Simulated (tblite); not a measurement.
C3Si (singlet state).
InChI=1S/C3Si/c1-3-2-4(1)3

Calculated harmonic vibrations of the isolated species, GFN2-xTB (tblite), most abundant isotopes, no scaling. Against measured fundamentals such values can be off by several per cent, at times by over 20.

Harmonic wavenumbers (cm⁻¹): 302.2, 329.8, 462.5, 513.5, 1349.5, 1520.9.

A = 14657, B = 9627, C = 5993 MHz; mass 63.977 u (most abundant isotopes); point group Cs, symmetry number 1.

**Question.** What is the zero-point energy?

**Answer.** ½Σν̃ = 2239 cm⁻¹ = 6.40 kcal/mol.

**Question.** What is S at 200 K and 1 bar for an ideal gas of classical rigid rotors and harmonic oscillators?

**Answer.** Translation 36.43, rotation 22.27, vibration 2.03: S = 60.7 cal/(mol K).

**Question.** And Cp and H(200 K) − H(0)?

**Answer.** Cp = 12.15 cal/(mol K), of which vibrations give 4.20 (their classical limit is 6 R = 11.9); H(200 K) − H(0) = 1.88 kcal/mol without the zero-point energy, 0.29 from vibrations.

**Question.** What must be added to the electronic energy to get the Gibbs energy at 200 K and 1 bar?

**Answer.** ZPE + [H(200 K) − H(0)] − T·S = 6.40 + 1.88 − 12.15 = -3.87 kcal/mol.

**Question.** How do the functions run with temperature in this model?

**Answer.** 
```tsv
T (K)	S (cal/(mol K))	Cp (cal/(mol K))	H − H(0) (kcal/mol)	G − H(0) (kcal/mol)	ln q(vib)
50	47.7	8.0	0.40	-1.99	0.00
100	53.5	9.0	0.82	-4.53	0.02
298.15	66.0	14.0	3.17	-16.49	0.70
373.15	69.2	14.9	4.26	-21.56	1.04
500	73.8	16.2	6.24	-30.64	1.63
750	80.6	17.7	10.49	-49.98	2.71
1000	85.8	18.5	15.02	-70.81	3.66
```

q(vib) and H(0) count from the zero-point level.

Time: under 0.1 s. Hardware: one thread of an AMD EPYC 7R43, no GPU, on a shared host. This covers the Hessian and the dipole derivatives.
